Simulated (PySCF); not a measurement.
An EPR job on `CN[SiH2]CC[SiH]N` [radical].

Method: UKS B3LYP, pcH-1 on C H N Si, non-relativistic, mean-field spin-orbit, GIAO (PySCF 2.14.0). Geometry: GFN2-xTB. The command runs a driver script over a list of jobs; the input below is this job's line of settings and its coordinates in Å.

Command:
```bash
OMP_NUM_THREADS=1 python probes_run.py task.json out
```

Input:
```
{"job": {"kind": "epr", "basis": "pcH-1"}, "charge": 0, "multiplicity": 2}
C     -2.850311     1.035737    -0.701513
N     -1.707915     0.158635    -0.697257
Si    -1.220948    -0.708127     0.703814
C      0.356316    -1.657825     0.258605
C      1.363985    -0.841709    -0.540475
Si     1.772144     0.795429     0.329279
N      3.219941     1.402897    -0.422490
H     -2.748319     1.786761    -1.487634
H     -2.899704     1.540925     0.259735
H     -3.795368     0.501244    -0.853268
H     -1.573579    -0.277650    -1.596828
H     -1.005144     0.294497     1.750126
H     -2.214466    -1.690185     1.198992
H      0.110943    -2.573704    -0.284224
H      0.816518    -1.980394     1.193491
H      2.286043    -1.416440    -0.679970
H      0.963420    -0.652752    -1.538359
H      2.170371     0.641206     1.735502
H      3.675752     2.206186    -0.022405
H      3.275173     1.445949    -1.427552
```

Output:
```
UKS, coarse grid
  cycle   1  E = -810.56336002  |g| = 5.13e-01
  cycle   2  E = -810.43008677  |g| = 7.38e-01
  cycle   3  E = -810.67595472  |g| = 7.45e-02
  cycle   4  E = -810.67785117  |g| = 3.82e-02
  cycle   5  E = -810.67852592  |g| = 9.16e-03
  cycle   6  E = -810.67856735  |g| = 3.09e-03
  cycle   7  E = -810.67857149  |g| = 9.14e-04
UKS, final grid
  cycle   1  E = -810.67862082  |g| = 1.33e-03
  cycle   2  E = -810.67861965  |g| = 2.17e-03
  cycle   3  E = -810.67862157  |g| = 1.26e-04
  cycle   4  E = -810.67862158  |g| = 2.95e-05
E = -810.67862158 Eh   <S^2> = 0.7518 (exact 0.7500)
g shifts (ppm)      1          2          3
  rmc          -157       -157       -157
  gc              9         17         14
  oz_so          28        235       1164
  total        -120         96       1021
hyperfine (MHz)  atom isotope    a_iso     a_fc   dipolar eigenvalues
    0   13C      -0.24      -0.24     -0.29     -0.26      0.55
    1   14N       3.29       3.29     -0.73     -0.69      1.43
    2  29Si      -0.25      -0.26     -1.21      0.08      1.13
    3   13C      -2.28      -2.28     -0.65     -0.35      1.00
    4   13C      46.84      46.83     -6.11     -5.51     11.62
    5  29Si    -515.25    -516.14   -142.81     70.84     71.97
    6   14N       4.53       4.51     -8.97     -8.72     17.70
    7    1H       0.00       0.00     -0.90     -0.75      1.65
    8    1H       0.30       0.30     -1.03     -0.90      1.92
    9    1H       1.19       1.19     -0.58     -0.49      1.07
   10    1H      -0.89      -0.89     -1.87     -0.93      2.80
   11    1H       9.90       9.90     -3.20     -2.41      5.61
   12    1H       1.80       1.80     -0.82     -0.66      1.48
   13    1H       3.10       3.10     -1.46     -0.78      2.24
   14    1H       0.81       0.81     -1.77     -1.47      3.24
   15    1H      33.92      33.92     -4.35     -0.13      4.48
   16    1H       0.41       0.41     -4.68     -2.57      7.25
   17    1H     114.21     114.20     -7.36     -0.39      7.75
   18    1H      -9.99     -10.02    -10.66     -3.32     13.98
   19    1H     -10.83     -10.86    -10.96     -3.22     14.18
```

rmc, gc and oz_so are the mass-correction, gauge-correction and orbital-Zeeman/spin–orbit parts of the g shift along its three principal axes; a_iso is the isotropic hyperfine coupling and a_fc its Fermi-contact part. Atoms in this output count from 0.

Task: Get g_iso from the total shifts.

Result: Their mean is 332 ppm; added to g_e = 2.002319 it gives 2.00265.

Summary of the converged run: ⟨S²⟩ 0.752; g_iso 2.0027.

Isolated species at its GFN2-xTB geometry (one conformer only).

Task: Estimate the wall time. Hardware: an Arm Neoverse N1 with one thread, no GPU, shared host with 64 logical CPUs at a one-minute load of 13. And the peak memory of the process?

Result: About 3.2 min (density and orbital grids were written too), with 1.2 GiB resident at the peak, the Python interpreter and its libraries included.
Labels such as C1 count atoms from 1, the log's own numbers from 0.
